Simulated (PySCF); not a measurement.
CH5NO3Si3.
Geometry (PBE0-D3(BJ)/def2-SVP, Å), atoms numbered from 1 in this order:
```
atom  x, y, z in Å
N1     2.9022   -1.8748    1.1377
C2     2.1258   -1.5038    0.3610
Si3    0.8738   -0.8919   -0.8704
O4    -0.6132   -1.3429   -0.3215
Si5   -1.7543   -0.4899    0.5569
O6    -1.2501    1.0934    0.5728
Si7    0.0429    1.9011   -0.0878
O8     0.9638    0.7536   -0.8866
H9     1.1648   -1.4691   -2.1946
H10   -3.0620   -0.6020   -0.1342
H11   -1.8072   -1.0112    1.9446
H12   -0.4301    2.8976   -1.0796
H13    0.8488    2.5224    0.9915
```

All values: PBE0/pcSseg-1 and CAM-B3LYP/def2-SVPD (PySCF, non-relativistic), on one gas-phase PBE0-D3(BJ)/def2-SVP geometry that isn't relaxed in the solvent. The solvent is an IEF-PCM continuum (Bondi radii, 1.10 Å for H, scaled by 1.2). Only the electrostatic response of the medium enters.

Gas phase at PBE0/pcSseg-1: HOMO -9.02 eV, LUMO -0.83 eV, dipole 3.46 D.

Problem. What does the continuum do to the energy, the frontier levels and the dipole at PBE0/pcSseg-1 in chloroform?

Solution. 
```
   solvent      ε  E(solvent) − E(gas) (kJ/mol)  polarisation term (kJ/mol)  distortion of the solute (kJ/mol)  HOMO (eV)  LUMO (eV)  dipole (D)
chloroform  4.711                        -15.65                      -17.35                               1.70      -8.79      -0.86        4.05
```

Polarisation term: ½ Σ q·V over the induced surface charges. Distortion: the rise of the solute's own energy as its density leaves the gas-phase optimum.

Problem. Which radius a makes the point-dipole formula ΔE = −[(ε − 1)/(2ε + 1)]·μ²/a³ give the value in chloroform, with the gas-phase dipole?

Solution. μ = 1.360 au and |ΔE| = 0.00596 Eh give a = 2.54 Å; the farthest nucleus lies 3.64 Å from the centroid of the nuclei, so such a sphere wouldn't even hold the nuclei. The formula assumes a rigid point dipole at the centre of a sphere.

Problem. Give the dipole vector in the frame of the coordinates (D, pointing from negative to positive charge), gas and chloroform.

Solution. Gas (-2.63, 1.53, -1.65), solvent (-3.04, 1.74, -2.03). Its length changes by +17 % and its direction by 2°.

Problem. Which Hirshfeld charges (PBE0/pcSseg-1) respond most in chloroform (means over atoms taken as equivalent)?

Solution. 
```json
{"atoms": "N1", "environment": "cyano nitrogen", "gas (e)": "-0.183", "solvent (e)": "-0.218", "change": "-0.035"}
{"atoms": "C2", "environment": "cyano carbon", "gas (e)": "-0.036", "solvent (e)": "-0.023", "change": "+0.013"}
{"atoms": "H9", "environment": "Si–H hydrogen", "gas (e)": "-0.052", "solvent (e)": "-0.045", "change": "+0.007"}
{"atoms": "Si3", "environment": "oxygen-bound silicon", "gas (e)": "+0.520", "solvent (e)": "+0.527", "change": "+0.007"}
{"atoms": "H10/H12", "environment": "Si–H hydrogen", "gas (e)": "-0.069", "solvent (e)": "-0.067", "change": "+0.002"}
{"atoms": "O6", "environment": "siloxane oxygen", "gas (e)": "-0.315", "solvent (e)": "-0.318", "change": "-0.003"}
{"atoms": "Si5/Si7", "environment": "oxygen-bound silicon", "gas (e)": "+0.481", "solvent (e)": "+0.483", "change": "+0.002"}
{"atoms": "O4/O8", "environment": "siloxane oxygen", "gas (e)": "-0.310", "solvent (e)": "-0.311", "change": "-0.001"}
{"atoms": "H11/H13", "environment": "Si–H hydrogen", "gas (e)": "-0.068", "solvent (e)": "-0.067", "change": "+0.001"}
```

Gas phase at CAM-B3LYP/def2-SVPD: HOMO -10.38 eV, LUMO 0.17 eV, dipole 3.53 D.

Problem. What does the continuum do to the energy, the frontier levels and the dipole at CAM-B3LYP/def2-SVPD in chloroform?

Solution. 
| solvent | ε | E(solvent) − E(gas) (kJ/mol) | polarisation term (kJ/mol) | distortion of the solute (kJ/mol) | HOMO (eV) | LUMO (eV) | dipole (D) |
| --- | --- | --- | --- | --- | --- | --- | --- |
| chloroform | 4.711 | -15.11 | -16.95 | 1.84 | -10.15 | 0.18 | 4.15 |

The atom shares or the degeneracy of the LUMO differ from the gas phase in chloroform, so that column needn't follow one orbital.

Problem. How does the static polarisability (CAM-B3LYP/def2-SVPD, frozen core, with the continuum's full static response) change?

Solution. 
```tsv
medium	isotropic (au)	principal values (au)	⟨r²⟩ of the electrons (bohr²)
gas	88.2	81.3, 85.4, 97.9	1484.6
chloroform	105.1	97.8, 101.2, 116.4	1485.7
```

The isotropic value in chloroform is 1.19 times the gas-phase one; no cavity-field correction is applied. ⟨r²⟩ is taken about the centre of nuclear charge.

Time: 78 s wall, 68 s CPU; peak memory 0.96 GiB. Hardware: one thread of an Intel Xeon at 2.50 GHz, on a shared host. This is the whole shielding run at PBE0/pcSseg-1 in chloroform, SCF included.
